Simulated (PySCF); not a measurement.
## C₆ coefficients of unlike pairs at PBE

Calculated with PySCF 2.14 from the dipole response of each species, C₆(A,B) = (3/π) ∫ α_A(iu) α_B(iu) du, in atomic units, from isotropic polarisabilities. For ions this is the dispersion term alone; charge-induced terms of lower order in 1/R come first.

```
species           configuration                                                                            basis      relativity  α (bohr³)  C₆ (like pair)
     W⁺  [Xe] 4f14 5d4 6s1 (6D)             def2-QZVPPD with the def2 core potential (60 electrons) (7s6p4d3f2g)  core potential      34.67           296.7
     Sr           [Kr] 5s2 (1S)                                                    aug-cc-pwCVTZ-X2C (10s9p7d3f)   spin-free X2C      196.0            3152
     F⁺       [He] 2s2 2p4 (3P)  aug-cc-pCVTZ-DK with one added diffuse shell each of s, p, d, f type (8s7p5d3f)   spin-free X2C      1.892           3.560
    O²⁺       [He] 2s2 2p2 (3P)                                                             dyall-av2z (11s7p2d)            none      1.743           2.329
```

Estimate C₆ for O²⁺ with F⁺.

The integral gives 2.867. The combination rule 2 C_A C_B / (C_A α_B/α_A + C_B α_A/α_B) gives 2.855 and the geometric mean 2.880.

No spin-orbit coupling is included.

The other pairs:

```json
{"pair": "Sr, W⁺", "C₆": "844.9"}
{"pair": "O²⁺, Sr", "C₆": "54.43"}
{"pair": "O²⁺, W⁺", "C₆": "23.75"}
{"pair": "F⁺, W⁺", "C₆": "28.03"}
{"pair": "F⁺, Sr", "C₆": "61.62"}
```
